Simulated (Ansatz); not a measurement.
Program: Ansatz. Geometries: PBE0-D4/def2-TZVP. ΔE: electronic, gas phase. CBS: MP2 limit from def2 TZ/QZ plus the TZ coupled-cluster correction, frozen cores. DFT in def2-TZVPP. B3LYP here is the variant with VWN-RPA as its local correlation; programs differ in this. HSE06 is defined as in plane-wave codes. One conformer a species, not always the lowest.

`CS[SiH2][AlH][NH2]` + `OC(F)F` → `COC(F)F` + `[NH2][AlH][SiH2]S`  (substitution at a C–S bond)

| level | ΔE (kJ/mol) | difference from CCSD(T)/CBS |
| --- | --- | --- |
| LDA (SPW92) | 38.7 | -1.1 |
| PBE-D4 | 43.2 | 3.4 |
| revPBE-D4 | 45.4 | 5.6 |
| BLYP-D4 | 39.0 | -0.8 |
| r2SCAN-D4 | 38.5 | -1.3 |
| B97M-V | 35.5 | -4.3 |
| PBE0-D4 | 42.1 | 2.3 |
| B3LYP-D4 | 37.7 | -2.1 |
| r2SCANh-D4 | 38.8 | -1.0 |
| HSE06-D4 | 42.1 | 2.3 |
| BHLYP-D4 | 35.2 | -4.6 |
| CAM-B3LYP-D4 | 33.2 | -6.6 |
| ωB97X-V | 35.0 | -4.8 |
| ωB97M-V | 38.0 | -1.8 |
| B2PLYP | 34.9 | -4.9 |
| PBE-QIDH | 40.0 | 0.2 |
| PBE | 39.2 | -0.6 |
| revPBE | 38.3 | -1.5 |
| BLYP | 31.1 | -8.7 |
| r2SCAN | 37.3 | -2.5 |
| PBE0 | 38.4 | -1.4 |
| B3LYP | 31.2 | -8.6 |
| r2SCANh | 37.4 | -2.4 |
| r2SCAN0 | 37.6 | -2.2 |
| HSE06 | 38.5 | -1.3 |
| BHLYP | 29.2 | -10.6 |
| CAM-B3LYP | 29.2 | -10.6 |
| LC-ωPBE | 36.3 | -3.5 |
| RPA@PBE/def2-TZVPP | 30.3 | -9.5 |
| MP2/def2-SVP | 34.4 | -5.4 |
| CCSD/def2-SVP | 25.8 | -14.0 |
| HF/def2-TZVPP | 22.5 | -17.3 |
| MP2/def2-TZVPP | 42.8 | 3.0 |
| SCS-MP2/def2-TZVPP | 36.9 | -2.9 |
| CCSD(T)/def2-TZVPP | 35.9 | -3.9 |
| HF/def2-QZVPP | 22.0 | -17.8 |
| MP2/def2-QZVPP | 44.9 | 5.1 |
| HF/CBS(def2) | 21.9 | -17.9 |
| MP2/CBS(def2) | 46.7 | 6.9 |
| CCSD/CBS(def2) | 37.2 | -2.6 |
| CCSD(T)/CBS | 39.8 | 0 |

Largest T1 diagnostic among the species: 0.013.

At CCSD(T), def2-SVP lies −12.5 kJ/mol from the extrapolated value and def2-TZVPP −3.9 kJ/mol. The D4 term adds +6.5 kJ/mol with B3LYP and +3.7 kJ/mol with PBE0; it sums over pairs of atoms, weighted by their polarisabilities, and B3LYP, whose exchange is more repulsive, gets the larger term. In def2-TZVPP, CCSD(T) changes the Hartree–Fock value by +13.5 kJ/mol (the triples alone add +2.6 kJ/mol) and MP2 by +20.4 kJ/mol.
